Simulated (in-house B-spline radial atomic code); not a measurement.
Settings and results of a run for neutral bismuth. Computed with an all-electron radial atomic-structure program (B-spline basis): scalar-relativistic (X2C) HSE06, spin-polarised, spherical fractional occupations, Fermi nucleus of rms radius 5.5211 fm.

Command:
```bash
python run_scf.py task.json out
```
Settings (nuclear radius in fm, mass in u):
```
Z                83
configuration    [Xe] 4f14 5d10 6s2 6p3
hamiltonian      x2c
method           hse06
spin_polarised   True
nucleus          fermi
rms_radius       5.5211
atomic_mass      208.9804
speed_of_light   137.035999084
```

Output (hartree, bohr):
```
 radial grid: 76 intervals, B-splines of order 8, outer radius 50 bohr

 iter        energy (Eh)    residual
    1      -21533.787452    9.09e-01
    2      -21533.913601    2.03e-01
    3      -21535.083446    3.01e-02
    4      -21535.100911    1.07e-02
    5      -21535.101187    2.49e-03
    6      -21535.101277    1.97e-03
    7      -21535.101358    8.69e-05
    8      -21535.101358    2.84e-05
    9      -21535.101358    3.07e-06
   10      -21535.101358    4.75e-07

 total energy                    -21535.10136
 kinetic                           25184.8701
 electron-nucleus                 -54622.7541
 Hartree                            8306.0354
 exact exchange                      -98.1090
 exchange-correlation               -305.1438

 orbital      occ     eigenvalue          <r>       <r^2>       <1/r>       r_max
 1s up      1.000     -3324.8534    0.0149161 0.000316226     116.023    0.008641
 1s down    1.000     -3324.8517    0.0149161 0.000316226     116.023    0.008641
 2s up      1.000      -598.7238    0.0655627  0.00515836     27.3971     0.05599
 2s down    1.000      -598.7234    0.0655627  0.00515836     27.3971     0.05599
 2p up      3.000      -514.9635    0.0598521  0.00440029     21.6236     0.04618
 2p down    3.000      -514.9623    0.0598522   0.0044003     21.6236     0.04618
 3s up      1.000      -145.2245     0.170926   0.0335732     9.79496      0.1586
 3s down    1.000      -145.2235     0.170926   0.0335732     9.79492      0.1586
 3p up      3.000      -121.0636     0.172706   0.0347132     8.28063      0.1584
 3p down    3.000      -121.0622     0.172707   0.0347135     8.28057      0.1584
 3d up      5.000       -95.4974     0.157453   0.0290213     7.61277      0.1294
 3d down    5.000       -95.4966     0.157453   0.0290212     7.61277      0.1294
 4s up      1.000       -33.6976     0.377002    0.160547     4.08962      0.3564
 4s down    1.000       -33.6956     0.377003    0.160546     4.08955      0.3564
 4p up      3.000       -25.6966     0.401137    0.182973     3.53336      0.3753
 4p down    3.000       -25.6943     0.401139    0.182972     3.53328      0.3753
 4d up      5.000       -16.1740     0.422329    0.205832     3.13993       0.382
 4d down    5.000       -16.1722     0.422302    0.205803      3.1401       0.382
 5s up      1.000        -5.9854     0.834644    0.780209      1.6811      0.7735
 5s down    1.000        -5.9790     0.834853    0.780539     1.68047      0.7737
 5p up      3.000        -3.7040     0.948129     1.01322     1.41586      0.8598
 5p down    3.000        -3.6978     0.947935     1.01236     1.41555      0.8602
 4f up      7.000        -5.8304     0.440873    0.231854     2.74423      0.3427
 4f down    7.000        -5.8286      0.44083    0.231805     2.74444      0.3427
 5d up      5.000        -1.0634      1.23996     1.78363     1.05997       1.034
 5d down    5.000        -1.0508      1.22691     1.73933     1.06872       1.032
 6s up      1.000        -0.5951      2.21376     5.54953     0.58349       1.903
 6s down    1.000        -0.5093      2.17238      5.3497    0.598257       1.871
 6p up      3.000        -0.2130       2.9953     10.3221    0.421557       2.459
```

Cost of the run: 3.2 s on 1 thread of Arm Neoverse V1, with other jobs on the host.

One-electron X2C: radii and densities carry no picture-change correction, so inner-shell <1/r> comes out high (for 1s by about 2 % at Z = 33, 5 % at 54, 10 % at 75, 30 % at 118) and <r> low.
